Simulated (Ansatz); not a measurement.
Relaxation of CH4BFO (8 atoms, charge 0, multiplicity 1), to a largest force component of 0.015 eV/Å in at most 40 steps.

The calculation used RKS B3LYP-D4/def2-SVP (Ansatz).

```xyz
8
Properties=species:S:1:pos:R:3:forces:R:3
B -0.867 0.813 0.504 -1.51 -0.87 -0.75
O -0.600 -0.575 0.347 0.63 1.79 -0.32
C 0.591 -0.690 -0.360 2.89 -0.88 1.20
F 0.999 -2.022 -0.486 -1.01 1.02 0.12
H -1.561 1.398 -0.348 0.50 -0.48 0.27
H -0.548 1.469 1.443 0.49 -0.13 0.51
H 0.580 -0.254 -1.366 -0.47 0.02 -0.36
H 1.498 -0.197 0.209 -1.52 -0.48 -0.67
```

Problem. Where does it end, and by what steps?

Solution. It converged. After 21 steps the energy has fallen by 1.133 eV; O2 moved furthest, 1.11 Å.

```
step  energy less start (eV)  largest force component (eV/Å)  accepted
   0                  0.0000                           2.889       yes
   1                 -0.2347                           1.410       yes
   2                 -0.3487                           0.942       yes
   3                 -0.4613                           0.315       yes
   4                 -0.5170                           0.437       yes
   5                 -0.5671                           0.698       yes
   6                 -0.6962                           1.272       yes
   7                 -0.9272                           1.093       yes
   8                 -1.0000                           0.917       yes
   9                 -1.0549                           1.040       yes
  10                 -1.0529                           0.739        no
  11                 -1.1127                           0.257       yes
  12                 -1.1196                           0.178       yes
  13                 -1.1240                           0.125       yes
  14                 -1.1257                           0.300       yes
  15                 -1.1299                           0.177       yes
  16                 -1.1322                           0.051       yes
  17                 -1.1325                           0.033       yes
  18                 -1.1327                           0.057       yes
  19                 -1.1310                           0.136        no
  20                 -1.1329                           0.015       yes
  21                 -1.1329                           0.009       yes
```

```xyz
8
Properties=species:S:1:pos:R:3
B -0.902 0.809 0.581
O 0.227 0.074 0.690
C 0.788 -0.597 -0.397
F 0.368 -1.893 -0.391
H -1.418 0.965 -0.503
H -1.334 1.296 1.594
H 0.479 -0.131 -1.350
H 1.884 -0.580 -0.280
```

Whether the end is a true minimum wasn't checked by a vibrational analysis.

Run time: 4 min on 1 thread of Intel(R) Xeon(R) Processor @ 2.50GHz (Skylake/Cascade Lake) (shared host), peak memory 0.15 GiB.
